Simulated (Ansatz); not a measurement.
Results of the Gaussian-basis code of Ansatz.

Basis-set series for AlH₄NS₂ (`[NH2][Al]([SH])[SH]`). The species carries charge 0 and has multiplicity 1. The geometry is a stationary point of PBE0-D4/def2-TZVP. It is one conformer, not always the lowest.

| functional | basis | functions | energy (Eh) | HOMO (eV) | LUMO (eV) |
| --- | --- | --- | --- | --- | --- |
| PBE0-D4 | def2-SVP | 88 | -1095.28215 | -7.24 | -0.01 |
| PBE0-D4 | def2-QZVPP | 387 | -1095.75262 | -7.51 | -0.54 |
| ωB97M-V | def2-SVP | 88 | -1095.64994 | -9.40 | 1.62 |
| ωB97M-V | def2-QZVPP | 387 | -1096.11928 | -9.70 | 0.79 |

(1) Give the rows for def2-TZVPP. (An estimate is asked.)

## Answers

(1) The calculation gave: 
```
functional       basis  functions  energy (Eh)  HOMO (eV)  LUMO (eV)
   PBE0-D4  def2-TZVPP        213  -1095.71711      -7.46      -0.26
   ωB97M-V  def2-TZVPP        213  -1096.08526      -9.64       1.29
```

Positive LUMOs are unbound and depend on the basis.
